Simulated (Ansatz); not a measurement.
Isolated molecules relaxed with PBE0-D4/def2-TZVP in Ansatz; ΔE leaves out vibrations. CCSD(T)/CBS is the MP2 limit (def2-TZVPP, def2-QZVPP) plus CCSD(T) − MP2 in def2-TZVPP, frozen cores. DFT in def2-TZVPP. B3LYP here is the variant with VWN-RPA as its local correlation; programs differ in this. For Ge outer-core shells are correlated without core-valence functions, which leaves a few kJ/mol of doubt a bond. Scalar relativity is left out up to krypton. One conformer a species, not always the lowest.

`CN[SiH2]N` + `C[CH2][Ge][Cl]` → `CN[SiH](C)N` + `[CH3][Ge][Cl]`  (redistribution)

```csv
level,ΔE (kcal/mol),difference from CCSD(T)/CBS
PBE-D4,-14.0,-0.1
r2SCAN-D4,-15.1,-1.2
PBE0-D4,-14.3,-0.4
B3LYP-D4,-14.2,-0.3
ωB97X-V,-14.1,-0.2
ωB97M-V,-14.9,-1.0
B2PLYP,-14.0,-0.1
PBE,-13.8,0.1
r2SCAN,-15.0,-1.1
PBE0,-14.0,-0.1
B3LYP,-13.9,0.0
HF/def2-TZVPP,-13.6,0.3
MP2/def2-TZVPP,-14.2,-0.3
SCS-MP2/def2-TZVPP,-13.4,0.5
CCSD/def2-TZVPP,-14.0,-0.1
CCSD(T)/def2-TZVPP,-13.9,0.0
HF/def2-QZVPP,-13.7,0.2
MP2/def2-QZVPP,-14.1,-0.2
SCS-MP2/def2-QZVPP,-13.5,0.4
HF/CBS(def2),-13.7,0.2
MP2/CBS(def2),-14.1,-0.2
CCSD/CBS(def2),-13.9,0.0
CCSD(T)/CBS,-13.9,0
```

Largest T1 diagnostic among the species: 0.012.
